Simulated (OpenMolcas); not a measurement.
**Al I: RASPT2 settings compared**

```
Program             : OpenMolcas
Basis               : ANO-RCC-VDZP [4s3p1d]
Scalar Hamiltonian  : DKH2, point nucleus
Active space        : 3 electrons in 9 orbitals (RAS2 3s 3p; RAS3 3d, at most 2 electrons)
State averaging     : 2S+1 = 2 odd, 3 roots; 2S+1 = 2 even, 5 roots (0 in the spin-orbit step); 2S+1 = 4 even, 3 roots kept (CI in the orbitals of an earlier block)
Spin-orbit coupling : state interaction with AMFI integrals over the reference wave functions, term energies averaged over their components
```

Methods on the same reference wave functions:
A. RASSCF
B. SS-RASPT2, IPEA 0.5 Eh, real shift 0.25 Eh (closed shells correlated: 2s 2p)
C. SS-RASPT2, IPEA 0.5 Eh, imaginary shift 0.5 Eh (closed shells correlated: 2s 2p)
D. XMS-RASPT2, IPEA 0.4 Eh, imaginary shift 0.05 Eh (closed shells correlated: 2s 2p)

Energies in cm-1 above 3s2 3p 2P* 1/2, the measured ground level; measured values from NIST Handbook of Basic Atomic Spectroscopic Data.

```
         Level      A      B      C      D  Measured
3s2 3p 2P* 1/2    0.0    0.0    0.0    0.0       0.0
3s2 3p 2P* 3/2    106    106    106    106       112
 3s 3p2 4P 1/2  26045  26679  26685  26683     29020
 3s 3p2 4P 3/2  26081  26715  26721  26719     29067
 3s 3p2 4P 5/2  26140  26775  26781  26779     29143
```

Deviations, from unrounded energies. A percentage is the sum of absolute deviations over the sum of measured energies, with the sign that they share, or ± where signs differ.

| Against measurement | Levels | A | B | C | D |
| --- | --- | --- | --- | --- | --- |
| mean absolute deviation (cm-1) | 4 | 2200 | 1800 | 1800 | 1800 |
| fine structure of the ground term (%) | 1 | -5.0 | -5.0 | -5.0 | -5.0 |
| other configurations (%) | 3 | -10.3 | -8.1 | -8.1 | -8.1 |

B, C, D lie about equally close to measurement and A furthest from it. The largest miss of C in the table is 3s 3p2 4P 5/2, by -2400 cm-1. The ranking rests on the paired levels alone, and a cruder setting can come out closer through cancelling errors.

Among B to D the level of the table that moves most is 3s 3p2 4P 1/2, by 6.1 cm-1 (lowest in B, highest in C).

The lowest spin-free term lies below A's lowest term by 0.038 hartree in B, 0.038 hartree in C, 0.038 hartree in D.

Terms from blocks run as CI alone lack orbitals of their own. Active for correlation alone: 3d; no level in the range computed is led by a configuration that fills it, so any true level of that kind is missing. Without dynamic correlation excited terms often stand tens of per cent too high (terms of higher spin than the ground term too low), and those without a measured partner can miss by more than the paired ones (holds for A). Computed and measured levels are paired by configuration, term and J; levels that our copy of the source lacks, or whose pairing is in doubt (as where it misses far off the trend of its configuration), stay unpaired and out of the deviations. Only configurations of the active space appear.

* marks odd parity.
